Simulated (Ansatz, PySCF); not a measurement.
InBr2, SMILES [In]([Br])[Br], multiplicity 2. Atoms are numbered in the order given.

```xyz
3

In     0.0000     0.0000     0.7320
Br     0.0000     2.2291    -0.5331
Br     0.0000    -2.2291    -0.5331
```
Charge 0, spin multiplicity 2.

Geometry optimised at B3LYP-D3(BJ)/def2-SVP. The multiplicity is an assumed one; other spin states were not compared. The isomer is the one that the SMILES or the coordinates give; other isomers of the formula were not compared. The def2 effective core potentials stand for the cores of In; spin–orbit coupling is left out.

Two levels are set side by side: PBE-D3(BJ)/def2-SVP (Ansatz, a first-principles code) and B3LYP-D3(BJ)/def2-SVP (Ansatz). Each level has its own optimised geometry; the coordinates shown are those of the second. Frequencies come from the Hessian of PySCF at each geometry. Differences are taken from unrounded values.

```tsv
quantity	B3LYP-D3(BJ)
mean bond length (Å)	2.563
bond In1–Br2 (Å)	2.563
bond In1–Br3 (Å)	2.563
highest harmonic wavenumber (cm⁻¹)	237
mean harmonic wavenumber (cm⁻¹)	161
zero-point energy (kcal/mol)	0.69
```

Q: What does PBE-D3(BJ) give, and how far is it from B3LYP-D3(BJ)? (An estimate is asked for; the answer gives what the named calculation found.)

A: 
```tsv
quantity	PBE-D3(BJ)	PBE-D3(BJ) minus B3LYP-D3(BJ)
mean bond length (Å)	2.563	0.000
bond In1–Br2 (Å)	2.563	0.000
bond In1–Br3 (Å)	2.563	0.000
highest harmonic wavenumber (cm⁻¹)	236	-1
mean harmonic wavenumber (cm⁻¹)	159	-2
zero-point energy (kcal/mol)	0.68	-0.01
```

On these quantities the two levels nearly agree.
